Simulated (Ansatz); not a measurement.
## One elementary step

Start structure (SiH$_{4}$Cl$_{2}$F$_{2}$, closed shell), relaxed at PBE0-D4/def2-TZVP:

```json
{"atom": "Si1", "x (Å)": "-1.2555", "y (Å)": "0.3513", "z (Å)": "-0.4871"}
{"atom": "H2", "x (Å)": "-1.1503", "y (Å)": "0.7486", "z (Å)": "0.9236"}
{"atom": "Cl3", "x (Å)": "-0.4349", "y (Å)": "-1.5538", "z (Å)": "-0.6704"}
{"atom": "Cl4", "x (Å)": "-3.2301", "y (Å)": "0.1822", "z (Å)": "-0.9721"}
{"atom": "H5", "x (Å)": "-0.6029", "y (Å)": "1.2252", "z (Å)": "-1.4702"}
{"atom": "H6", "x (Å)": "1.8776", "y (Å)": "0.4729", "z (Å)": "0.6870"}
{"atom": "F7", "x (Å)": "1.4808", "y (Å)": "1.2342", "z (Å)": "0.3139"}
{"atom": "H8", "x (Å)": "1.2890", "y (Å)": "-1.4879", "z (Å)": "0.5935"}
{"atom": "F9", "x (Å)": "2.0262", "y (Å)": "-1.1727", "z (Å)": "1.0817"}
```

The step: SiH₂Cl₂ ([Cl][SiH2][Cl]) + HF + HF → SiHCl₂F ([F][SiH]([Cl])[Cl]) + HF + H₂; bonds formed: Si1–F7, H2–H8, H6–F9; bonds broken: Si1–H2, H6–F7, H8–F9. Ansatz 0.2.0; basis: def2-TZVPP and def2-QZVPP; cores frozen in the correlated methods. Extrapolation: Hartree–Fock as exp(−7.88 √X), correlation as X^−2.97. Energies below are by CCSD(T) at an estimated basis limit (MP2 extrapolated from triple and quadruple zeta, plus CCSD(T) − MP2 in triple zeta).

Q: What are the electronic barrier and the energy of the step, from the start structure to the end structure? (An estimate is asked for; the value comes from the calculation.)

A: The calculation gives: Barrier 36.19 kcal/mol; step energy -23.06 kcal/mol (downhill); reverse barrier, their difference, 59.24 kcal/mol. Barrier and step energy count from the start structure, the reverse barrier from the end structure.

The saddle point: One imaginary mode of 1088i cm⁻¹.
```tsv
pair	start (Å)	saddle (Å)	end (Å)
Si1–F7	2.98	1.85	1.60
H2–H8	3.33	0.96	0.75
H6–F9	1.70	1.09	0.93
Si1–H2	1.47	1.64	3.81
H6–F7	0.94	1.19	1.86
H8–F9	0.94	1.19	2.63
```

Zero-point energy (harmonic, PBE0-D4): ZPE is 27.99 kcal/mol at the start and 26.03 kcal/mol at the saddle, so the barrier goes from 36.19 to 34.22 kcal/mol.

No T1 diagnostic of these runs exceeds 0.011.

Labels in which every atom is bracketed show which atoms are joined, not bond orders.

For scale, one of the runs: CCSD(T)/def2-TZVPP, 244 basis functions, launched by `ansatz run in.yaml --threads 8 --pin off --events-out ev --progress --plain --max-ram 19148MiB`. The run took 98 s on 8 CPU threads of an Arm Neoverse V1 (shared host), with 4.8 GiB of host memory at its peak.
